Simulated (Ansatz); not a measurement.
C2H9AlSSi (`C[SiH](C)[S][AlH2]`) from Hartree–Fock to CCSD(T)

```tsv
atom	x (Å)	y (Å)	z (Å)
C1	1.333	0.096	-1.408
Si2	0.164	-0.217	0.001
C3	-1.009	-1.625	-0.302
S4	1.023	-0.157	1.914
Al5	-0.332	1.634	1.860
H6	1.906	1.008	-1.234
H7	0.798	0.185	-2.356
H8	2.039	-0.736	-1.487
H9	-0.746	1.059	0.061
H10	-0.455	-2.567	-0.308
H11	-1.757	-1.678	0.491
H12	-1.517	-1.519	-1.264
H13	0.323	3.036	1.527
H14	-1.770	1.481	2.504
```

The species carries charge 0 and has multiplicity 1. The structure was optimised at the PBE0-D4/def2-TZVP level. It is one conformer, not always the lowest. Frozen core, restricted reference, Ansatz 0.2.0. CBS rows extrapolate triple and quadruple zeta; past MP2 they add the triple-zeta difference.

```csv
basis,HF (Eh),MP2 corr.
def2-SVP,-1009.08726,-0.59109
def2-TZVPP,-1009.50461,-0.74573
def2-QZVPP,-1009.53575,-0.79993
```

(1) Estimate the CCSD correlation energy and the (T) correction in each basis where they were run (hartree).

## Answers

(1) 
```json
{"basis": "def2-SVP", "CCSD corr.": "-0.66261", "(T)": "-0.01970"}
{"basis": "def2-TZVPP", "CCSD corr.": "-0.81327", "(T)": "-0.03364"}
{"basis": "CBS(def2)", "CCSD corr.": "-0.90763", "(T)": "as TZ"}
```
